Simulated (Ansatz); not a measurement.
CH7FO2Si2 (`C[Si@H](O)[Si@H](O)F`). Total charge 0; spin multiplicity 1.

```xyz
13

C    -1.987    0.387    0.701
Si   -0.212   -0.146    0.840
O     0.659    1.087    1.517
Si    0.817   -0.599   -1.227
O     2.335   -0.006   -0.992
F     0.109    0.197   -2.430
H    -2.088    1.241    0.027
H    -2.605   -0.429    0.319
H    -2.372    0.673    1.683
H    -0.128   -1.380    1.679
H     1.576    1.149    1.240
H     0.885   -2.009   -1.703
H     3.011   -0.166   -1.653
```

**Question.** List the harmonic frequencies (cm⁻¹, unscaled) at PBE0-D4/def2-TZVP in Ansatz. (Estimate.)

**Answer.** Ansatz gave: 28, 84, 111, 155, 196, 239, 248, 309, 315, 366, 412, 653, 710, 741, 754, 808, 820, 840, 868, 891, 907, 942, 945, 1276, 1442, 1448, 2173, 2200, 3051, 3135, 3146, 3895, 3907.

**Question.** Is this a minimum?

**Answer.** Yes, all 33 modes are real.

**Question.** Give the ideal-gas thermochemistry at 298.15 K and 1 bar (rigid rotor, harmonic oscillator; point group C1, symmetry number 1).

**Answer.** Zero-point energy 227.4 kJ/mol; H(298) − E = 255.5 kJ/mol; entropy 407.3 J/(mol·K), of which translation 169.2, rotation 118.8, vibration 119.3; G(298) − E = 134.1 kJ/mol. Modes under 100 cm⁻¹ are hindered rotations or soft bends, so the harmonic entropy is rough.

**Question.** Rotational constants (cm⁻¹)?

**Answer.** 0.1045, 0.052, 0.04007.
